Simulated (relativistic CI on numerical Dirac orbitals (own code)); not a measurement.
# What each ingredient does to the levels of W40+

Base calculation: Dirac-Coulomb-Breit CI, separate exchange-only KLI orbitals for each configuration, model QED (radiative potential, 1s self-energy scaled to tabulated hydrogen-like ionisation energies), unscaled Slater integrals.

Configurations in the expansion (outside the closed core [Ar] 3d10): 4s2.4p4, 4s.4p5, 4s2.4p3.4d, 4p6, 4s.4p4.4d, 4s2.4p3.4f, 4s.4p4.4f, 4p5.4d, 4s.4p3.4d2, 4s2.4p2.4d.4f, 4p5.4f, 4p4.4d.4f, 4s.4p3.4f2, 4s2.4p3.5s, 4p5.5s, 4s2.4p3.5p, 4s.4p3.4d.5s, 4s2.4p2.4f.5s, 4s.4p4.5s, 4s2.4p3.5d, 4s.4p4.5p, 4s2.4p3.5f, 4s2.4p3.5g, 4s.4p4.5d, 4p4.4f.5s, 4s.4p4.5f, 4s2.4p3.6s, 4s2.4p2.4d2, 4s2.4p.4d3, 4s.4p2.4d3, 4s2.4p.4d2.4f, 4s.4p2.4d2.4f, 4s2.4p.4d2.5s, 4p4.4d2, 4p3.4d3, 4p3.4d2.4f, 4p3.4d2.5s, 4s2.4p2.4d.5s, 4s.4p2.4d2.5s, 4s2.4p.4d.4f.5s, 4s.4p2.4d.4f.5s, 4s2.4p.4d.5s2, 4p4.4d.5s, 4p3.4d.4f.5s, 4p3.4d.5s2, 4s2.4p2.5s2, 4s.4p2.4d.5s2, 4s2.4p.4f.5s2, 4s.4p2.4f.5s2. Double excitations out of closed p, d and f shells are left out; levels of such configurations are missing from the list, as are those of other unlisted configurations, and high levels can miss mixing partners. These lack a partner that the ground configuration has and come out too high: 4s2.4p3.5p, 4s2.4p3.5d, 4s.4p4.5p, 4s2.4p3.5f, 4s2.4p3.5g.

Variants: (1) one mean potential for all configurations. Shifts of the energy above 4s2.4p4 3P_2, in cm⁻¹, for the lowest level and the first level of each name with at least 55 % of one term (blank where a level changes its place among those of its configuration and J or its character, or is not in the variant):

```
           Level     Base  Δ(1)
    4s2.4p4 3P_2        0     0
    4s2.4p4 1S_0    74046    -4
    4s2.4p4 3P_1   740424   +16
    4s2.4p4 1D_2   777671   +15
4s2.4p3.4d 3P°_0  1255770   -17
    4s2.4p4 3P_0  1548070   +30
    4s.4p5 3P°_2  1591875  +164
4s2.4p3.4d 3G°_5  2161954   -46
    4s.4p5 3P°_0  2366453  +154
  4s.4p4.4d 3P_0  2861804  +198
```

At this charge energies of transitions that change n are usually good to better than 1 %, and those within a shell (Δn = 0) to a few per cent.

Ionisation energy from the two ground configurations alone: base 1940.04 eV. The NIST ASD value (semi-empirical) is 1940.6 eV.

LS names give the leading component of a level, which can be under half, so a name can repeat, a term be missing and a line seem to break the LS rules.
